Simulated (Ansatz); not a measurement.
Reaction (formal hydrolysis of a Mo–C bond): `[CH3][Mo](=[O])(=[O])[F]` + H₂O → `[O]=[Mo](=[O])([OH])[F]` + CH₄

Calculated with Ansatz (gas phase, PBE0-D4/def2-TZVP geometries, no zero-point term in ΔE). CBS: MP2 limit from def2 TZ/QZ plus the TZ coupled-cluster correction, frozen cores. This one scheme is used for every species. DFT in def2-TZVPP. HSE06 is defined as in plane-wave codes. def2 core potentials past Kr. For Mo outer-core shells are correlated without core-valence functions, which leaves a few kJ/mol of doubt a bond. Each species was taken in one conformer, which may not be the lowest.

CCSD(T)/CBS gives -1.00 eV.

Task: Another level gave -1.19 eV. Which?
A. CCSD(T)/def2-TZVPP
B. r2SCANh/def2-TZVPP
C. HSE06/def2-TZVPP
D. B97M-V/def2-TZVPP

Result: B. r2SCANh -1.19, HSE06 -1.11, B97M-V -1.25, CCSD(T)/def2-TZVPP -1.04 eV.

Largest T1 diagnostic among the species: 0.025, so the coupled-cluster value is less sure than usual.

At CCSD(T), def2-SVP lies −0.21 eV from the extrapolated value and def2-TZVPP −0.04 eV. In def2-TZVPP, CCSD(T) changes the Hartree–Fock value by +0.09 eV (the triples alone add −0.03 eV) and MP2 by +0.04 eV.
